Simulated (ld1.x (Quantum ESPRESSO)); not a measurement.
Before and after: TM potential for indium (In)

In, norm-conserving Troullier–Martins (Kleinman–Bylander form), made with ld1.x (Quantum ESPRESSO) 7.5 (LDA (PZ), fully relativistic). Core [Kr] 4d10, reference 5s2 5p0.75 (charge +0.25). Waves: 5p (bound): rc 1.90 bohr; 5d channel at -0.05 Ry: rc 2.50 bohr; 5s (bound): rc 2.35 bohr. Local part: the s channel. Core correction: none.

Open shells are filled in proportion to 2j + 1 (rel_dist='average').

Change: all radii scaled by about 0.89 (s 2.10, p 1.70, d 2.22 bohr).

Cutoffs: the cutoffs (Ry, on a coarse ladder) from which the occupation-weighted sum of valence levels, in a spherical-Bessel basis at the reference potential, stays within 10 and 1 mRy of its value at 400 Ry; they do not see the model core or the augmentation charge, which bear on the density cutoff. Errors are all-electron minus pseudo energies relative to the spin-unpolarised reference configuration.

Question: How do hardness, ghosts and transferability respond?

Answer: The potential gets harder (25 Ry and 35 Ry → 45 Ry and 80 Ry); both files keep a bound ghost (d, p); of the 7 tests that both files solve, the error grows in 4 and shrinks in 0 by more than 15 % and 0.3 meV (median size 11.2 → 15.2 meV). A smaller radius makes the pseudo-wave follow the all-electron one further in, where it bends more sharply, so more plane waves are needed. That the errors move this way runs against the usual rule that smaller radii transfer better.

| quantity | base | changed |
| --- | --- | --- |
| cutoff, loose | 25 Ry | 45 Ry |
| cutoff, tight | 35 Ry | 80 Ry |
| loose cutoff by channel (10 mRy a level) | p 25 Ry, s 8 Ry | p 50 Ry, s 8 Ry |
| bound ghosts | p3/2, d3/2, d5/2 | p3/2, p1/2, d3/2, d5/2 |
| error for 5s2 5p1, meV [ΔE -0.85 eV] | +0.6 | +0.7 |
| error for 5s2 5p0, meV [ΔE 4.76 eV] | +11 | +15 |
| error for 5s1 5p0, meV [ΔE 24.42 eV] | +151 | +151 |
| error for 5s0 5p3, meV [ΔE 11.29 eV] | +117 | +186 |
| error for 5s1 5p1, meV [ΔE 11.44 eV] | +34 | +41 |
| error for 5s2 5p0.5, meV [ΔE 1.20 eV] | +0.9 | +1.1 |
| error for 5s2 5p1.3, meV [ΔE -1.43 eV] | +2.2 | +2.6 |

 A true bound ghost makes a file unfit for plane-wave use even where its test errors are small: the radial tests pick states by their node count and pass the ghost by.
